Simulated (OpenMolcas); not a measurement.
# Mo4+: moving or changing the point charges

Mo4+ among 6 point charges of -1 e arranged as a trigonal antiprism (D3d), 2.17 Å from the ion, with a polar angle of 51.5° against the regular 54.74°.
```
   0.0000    1.6971    1.3523  -1.00
  -1.4697   -0.8486    1.3523  -1.00
   1.4697   -0.8486    1.3523  -1.00
   0.0000   -1.6971   -1.3523  -1.00
   1.4697    0.8486   -1.3523  -1.00
  -1.4697    0.8486   -1.3523  -1.00
```

```json
{"Program": "OpenMolcas", "Method": "SS-CASPT2, IPEA 0.25 Eh, imaginary shift 0.1 Eh (closed shells correlated: 4s 4p)", "Basis": "ANO-RCC-VDZP [6s5p3d1f]", "Scalar Hamiltonian": "DKH2, point nucleus", "Active space": "2 electrons in 5 orbitals (4d)", "State averaging": "2S+1 = 3 even, 10 roots; 2S+1 = 1 even, 15 roots", "Spin-orbit coupling": "RASSI with atomic mean-field integrals over the reference wave functions"}
```

Runs around this geometry, states (labels of D3, the rotations of D3d). Energies in cm-1 above the lowest state or level, χT in cm3 K/mol.

| R (Å) | q (e) | Polar angle / regular | Ground state | First state of that spin | First gap with spin-orbit (degeneracies) | χT at 300 K | First state of another spin |
| --- | --- | --- | --- | --- | --- | --- | --- |
| 2.17 | -1 | 0.86 | 3A2 | 3E 750 | 320 (2, 1) | 0.218 | 1A1 8730 |
| 2.17 | -0.65 | 0.94 | 3E | 3A2 35 | 320 (2, 2) | 0.211 | 1A1 9180 |
| 2.01 | -1 | 0.94 | 3A2 | 3E 290 | 260 (2, 1) | 0.203 | 1A1 9730 |
| 2.17 | -1 | 0.94 | 3A2 | 3E 150 | 310 (2, 2) | 0.193 | 1A1 9400 |
| 2.29 | -1 | 0.94 | 3A2 | 3E 44 | 320 (2, 2) | 0.200 | 1A1 9230 |

The ground state changes within this set.

Roots that are degenerate in the reference are averaged as groups; the widest CASPT2 spread within a group is 120 cm-1 (the 2-fold group of multiplicity 3 near 44.3 cm-1 above the lowest state of its run, R = 2.29, q = -1, ratio = 0.94). Shifts and gaps below about the spread of the groups concerned are not significant. Free-ion shares, where given, are those of the reference states; single-state CASPT2 does not remix them. Spin-orbit coupling mixes the spin-free states strongly: the lowest level takes only 58 % from its leading state, 3A2 (figures for R = 2.17, q = -1, ratio = 0.86; the like holds for R = 2.17, q = -0.65, ratio = 0.94, R = 2.01, q = -1, ratio = 0.94, R = 2.17, q = -1, ratio = 0.94, R = 2.29, q = -1, ratio = 0.94). An orbital doublet at a regular site is open to a Jahn-Teller distortion, which this geometry leaves out (holds for R = 2.17, q = -0.65, ratio = 0.94). The ground term spreads over less than 5000 cm-1, several times less than with real ligands, so orbital moments are less quenched and χT lies further from the spin-only value than at real sites (holds for R = 2.17, q = -0.65, ratio = 0.94). This is an electrostatic model: the charges have no orbitals. No measured value stands beside these numbers.
